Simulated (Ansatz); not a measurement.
Calculated with Ansatz (gas phase, PBE0-D4/def2-TZVP geometries, no zero-point term in ΔE). CBS: MP2 limit from def2 TZ/QZ plus the TZ coupled-cluster correction, frozen cores. Functionals use def2-TZVPP. Each species was taken in one conformer, which may not be the lowest.

Reaction (ligand exchange at a B–C bond): `B/C=C(\Cl)C=C` + `CC(N)O` → `BNC(C)O` + `C=CC(=C)Cl`

(1) Is it downhill or uphill in electronic energy at CCSD(T)/CBS, and by how much? (An estimate is asked.)

(2) What do these levels give: PBE-D4, PBE0-D4, B2PLYP, HF/def2-TZVPP, HF/CBS(def2), MP2/CBS(def2)? (Best estimate.)

Largest T1 diagnostic among the species: 0.012.

Answers

(1) The calculation gave: Downhill: ΔE = -1.31 eV.

(2) Ansatz gave: PBE-D4 -1.26, PBE0-D4 -1.27, B2PLYP -1.30, HF/def2-TZVPP -1.30, HF/CBS(def2) -1.30, MP2/CBS(def2) -1.28 eV.
